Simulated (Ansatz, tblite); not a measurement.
Cost and result up the ladder for the cluster In₄Sb₃⁺ (7 atoms). Total charge 1; singlet. Geometry: PBE-D4/def2-SVP.

```xyz
7

In   -0.887    0.503    1.975
In    1.691   -1.393    2.285
In   -0.239   -1.261   -3.245
In    0.555    3.049    0.643
Sb   -0.856   -1.803   -0.027
Sb   -1.525    0.817   -0.996
Sb    1.261    0.088   -0.635
```

Ansatz on 4 threads of Arm Neoverse V1 on a shared host; xTB runs through tblite on one thread. Times are rough, summed over both states, and most runs start from the orbitals of an earlier one. PBE0-D4/def2-TZVP serves as the yardstick here, not as an exact answer. The other state is a quintet at its own geometry, which has other bonds, so the gap mixes isomer and spin.

In the def2 sets In, Sb take a core potential; there is no spin–orbit coupling. The xTB rows come from tblite. The structure comes from a short search, and lower isomers may exist.

Run but left out: GFN2-xTB (tight binding far off the other levels).

xTB has no spin-polarisation term.

| level | functions | wall time | quintet − singlet (eV) | difference from PBE0-D4/def2-TZVP (eV) |
| --- | --- | --- | --- | --- |
| GFN1-xTB | 63 | 0.026 s | 3.26 | 0.62 |
| PBE-D4/def2-TZVP | 350 | 36 s | 2.56 | -0.07 |
| r2SCAN-D4/def2-TZVP | 350 | 74 s | 2.53 | -0.11 |
| PBE0-D4/def2-TZVP | 350 | 90 s | 2.64 | 0.00 |
